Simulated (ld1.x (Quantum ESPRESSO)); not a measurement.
**An all-electron radial function and its pseudo partner (O)**

Columns: radius, all-electron u(r) and pseudo u(r) of the 2p shell (level -9.20 eV) of oxygen in the configuration [He] 2s2 2p4; LDA (PZ), scalar-relativistic, TM scheme, ld1.x (Quantum ESPRESSO) 7.5.

| r (bohr) | all-electron | pseudo |
| --- | --- | --- |
| 0.057 | 0.0396 | 0.0185 |
| 0.115 | 0.1299 | 0.0732 |
| 0.172 | 0.2377 | 0.1569 |
| 0.230 | 0.3496 | 0.2639 |
| 0.288 | 0.4544 | 0.3819 |
| 0.345 | 0.5458 | 0.4979 |
| 0.402 | 0.6240 | 0.6040 |
| 0.460 | 0.6898 | 0.6947 |
| 0.518 | 0.7420 | 0.7640 |
| 0.575 | 0.7814 | 0.8110 |
| 0.632 | 0.8099 | 0.8395 |
| 0.690 | 0.8293 | 0.8536 |
| 0.747 | 0.8402 | 0.8571 |
| 0.805 | 0.8441 | 0.8539 |
| 0.862 | 0.8422 | 0.8467 |
| 0.920 | 0.8354 | 0.8369 |
| 0.977 | 0.8248 | 0.8251 |
| 1.035 | 0.8108 | 0.8108 |
| 1.092 | 0.7945 | 0.7945 |
| 1.150 | 0.7761 | 0.7761 |
| 1.208 | 0.7561 | 0.7561 |
| 1.265 | 0.7354 | 0.7354 |
| 1.322 | 0.7140 | 0.7140 |
| 1.380 | 0.6917 | 0.6917 |
| 1.438 | 0.6691 | 0.6691 |
| 1.495 | 0.6469 | 0.6469 |

Task: How many radial nodes do the two functions have?

Result: The all-electron 2p function has n − l − 1 = 0; the pseudo-wave has 0.

Task: At about which radius was the pseudo-wave matched?

Result: 1.10 bohr. The columns agree to 0.0005 from 0.98 bohr on; several derivatives are matched, so the curves merge somewhat inside the radius.

Task: Where does each function peak?

Result: Outermost all-electron maximum near 0.81 bohr, pseudo maximum near 0.75 bohr (to the table’s step).

Task: Is the pseudo-wave norm-conserving?

Result: Yes: the TM scheme keeps the norm inside the radius equal to the all-electron one, which fixes the energy derivative of the logarithmic derivative at the level.
